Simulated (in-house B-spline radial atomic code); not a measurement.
A fraction x of an electron is removed from 3d in the gallium ion Ga²⁺, starting from [Ar] 3d10 4s1 and keeping the highest spin. Computed with a radial B-spline atomic code at the basis-set limit: non-relativistic BP86, spin-polarised, spherical fractional occupations, point nucleus.

| x | E(x) - E(0) (eV) | 3d down level (eV) |
| --- | --- | --- |
| 0 | 0.0000 | -39.827 |
| 0.07 | 2.8367 | -41.224 |
| 0.24 | 10.1370 | -44.675 |
| 0.36 | ? | ? |
| 0.42 | 18.5137 | -48.415 |
| 0.5 | 22.4543 | -50.105 |
| 0.51 | 22.9564 | -50.317 |
| 0.68 | ? | ? |
| 0.78 | 37.3254 | -56.151 |
| 0.93 | 45.9963 | -59.471 |
| 1 | 50.2141 | -61.039 |

What belongs in the row x = 0.36?

An energy change of 15.6465 eV; 3d down at -47.158 eV.

What belongs in the row x = 0.68?

An energy change of 31.8197 eV; 3d down at -53.968 eV.

Check Janak's theorem between x = 0.07 and 0.24.

The slope of the energy is 42.94 eV; the orbital levels give 42.95 eV (-ε of the emptying orbital, averaged over the two points).
